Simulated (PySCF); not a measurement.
B(OMe)(PH2)2 (CH7BOP2), SMILES COB(P)P. Coordinates come from a PBE-D3(BJ)/def2-SVP optimisation. The structure was generated by enumeration, and PubChem lists no compound with its InChIKey, so it may never have been made. Other conformers were not sampled.

Give the equilibrium geometry at PBE-D3(BJ)/def2-SVP (PySCF confirms it by a frequency run) as bond lengths and angles. (The exact figures need the calculation; the answer reports its results.)

One answer among several that fit: 
Atoms: B1 O2 C3 H4 H5 H6 P7 H8 H9 P10 H11 H12. Bonded distances (Å): B1–O2 1.361, B1–P7 1.951, B1–P10 1.939, O2–C3 1.422, C3–H4 1.112, C3–H5 1.111, C3–H6 1.107, P7–H8 1.439, P7–H9 1.435, P10–H11 1.436, P10–H12 1.437. Bond angles (°): O2–B1–P7 121.5, O2–B1–P10 116.8, P7–B1–P10 120.5, B1–O2–C3 123.6, O2–C3–H4 111.7, O2–C3–H5 110.6, O2–C3–H6 108.2, H4–C3–H5 108.7, H4–C3–H6 109.0, H5–C3–H6 108.6, B1–P7–H8 96.5, B1–P7–H9 97.0, H8–P7–H9 95.0, B1–P10–H11 96.7, B1–P10–H12 97.1, H11–P10–H12 95.6.
Charge 0, spin multiplicity 1.
